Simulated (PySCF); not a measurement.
Gas-phase XPS of `[Cl][GaH2]`, computed

ClGaH2.
Geometry (PBE0-D3(BJ)/def2-SVP, Å), atoms numbered from 1 in this order:
```xyz
4
ClGaH2 angstrom
Cl     1.725   -0.590   -0.702
Ga    -0.240    0.033   -0.077
H     -1.279   -1.118    0.075
H     -0.400    1.566    0.149
```

Theory: delta-SCF UKS SCAN, pcX-2 on the ionised atom, pcseg-1 elsewhere, spin-free X2C (PySCF). These are vertical core ionisation energies against the vacuum level, from separate self-consistent calculations with and without the core hole.

Task: What binding energy does each computed site have?

Result: 
```json
{"atom(s)": "Cl1", "bonded to": "Ga", "level": "Cl 2p3/2", "binding energy (eV)": "205.54", "2p1/2 (eV)": "207.20", "count": "1"}
{"atom(s)": "Cl1", "bonded to": "Ga", "level": "Cl 1s", "binding energy (eV)": "2828.12", "2p1/2 (eV)": "–", "count": "1"}
```

Task: Express the binding energy of Cl 2p3/2 of Cl1 in atomic units and per mole.

Result: 205.54 eV = 7.5535 Eh = 19832 kJ/mol.

Task: Which photon energy gives electrons from Cl 2p3/2 of Cl1 a kinetic energy of 100 eV, and what is their de Broglie wavelength?

Result: hν = 205.54 + 100 = 305.54 eV, recoil neglected; λ = 12.264 Å/√(E/eV) = 1.23 Å.

For 2p shells one spin-free hole was relaxed; a mean-field spin–orbit operator and the ground-state splitting of the three 2p orbitals were then diagonalised within the shell. The shell's mean is (2 × 2p3/2 + 2p1/2)/3, and the degeneracies 2j + 1 give areas of 2:1. 2p1/2 minus 2p3/2 (ligand field included): Cl 1.65 eV. No level of gallium is listed. Geometry: PBE0-D3(BJ)/def2-SVP; no solvent, vibrations or thermal averaging.
